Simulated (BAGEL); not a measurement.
## How the cost of UHF grows with the basis: doublet [C2HF3O2]+

The species is [C2HF3O2]+ (8 atoms), meant as a doublet with charge +1. SMILES of the parent species: `O=C(O)C(F)(F)F`. The shape is that of a PBE0-D4/def2-TZVP optimisation. This is one conformer, not always the lowest. That shape belongs to the parent species and isn't relaxed for this state.

UHF (density fitting with qzvpp-jkfit), energy, BAGEL 1.2.2, on 1 thread of Intel Xeon at 2.30GHz, shared host. N is the number of basis functions, t the processor time.

| basis | N | t (s) | ln N | ln t |
| --- | --- | --- | --- | --- |
| 6-31G | 65 | 3.4 | 4.174 | 1.224 |
| 6-31G(d) | 100 | 6.2 | 4.605 | 1.825 |
| 6-31G(d,p) | 103 | 6.3 | 4.635 | 1.841 |
| 6-311G(d,p) | 132 | 8.9 | 4.883 | 2.186 |
| 6-311++G(d,p) | 161 | 12 | 5.081 | 2.485 |
| 6-311++G(2d,2p) | 199 | ? | 5.293 | ? |
| 6-311++G(3df,3pd) | 291 | 28 | 5.673 | 3.332 |

Fit t = C·Nᵖ to the known rows and estimate the time in 6-311++G(2d,2p).


1. Means of the 6 rows: ln N = 4.84183, ln t = 2.1488.
2. Σ(Δln N)² = 1.2946, Σ(Δln N·Δln t) = 1.8233, so the slope is 1.8233/1.2946 = 1.4084.
3. Intercept: 2.1488 − (1.4084) × 4.84183 = -4.6704. The largest residual of the fit is 0.021.
4. ln t = -4.6704 + 1.4084 × 5.293, so t ≈ 16 s.

The run took 14 s, so the estimate is too long by a factor of about 1.1. The fitted power is 1.4, with the electron count fixed. The times don't lie on a line: the count of functions alone doesn't set the cost here, and shared hosts add noise.
